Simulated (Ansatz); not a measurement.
A structure relaxed at PBE0-D4/def2-TZVP, charge 0, multiplicity 1:

```xyz
11

O     0.402    0.548   -2.444
Si    0.943    0.137   -0.963
F     2.292    0.962   -0.825
N    -0.161    0.553    0.277
Si   -0.758   -0.429    1.545
F    -2.156   -1.104    1.153
H    -0.474    0.254   -2.698
H     1.257   -1.297   -0.817
H    -0.520    1.499    0.247
H    -1.023    0.405    2.738
H     0.197   -1.529    1.789
```

Q: Give its formula and SMILES.

A: F2H5NOSi2, `O[SiH](F)N[SiH2]F`.

Q: Summarise the bond lengths by kind.

A: 1 × O–Si 1.630 Å; 1 × H–O 0.958 Å; 2 × F–Si 1.587 to 1.601 Å; 2 × N–Si 1.712 Å; 3 × H–Si 1.475 to 1.479 Å; 1 × H–N 1.012 Å.

All numbers were calculated with Ansatz.
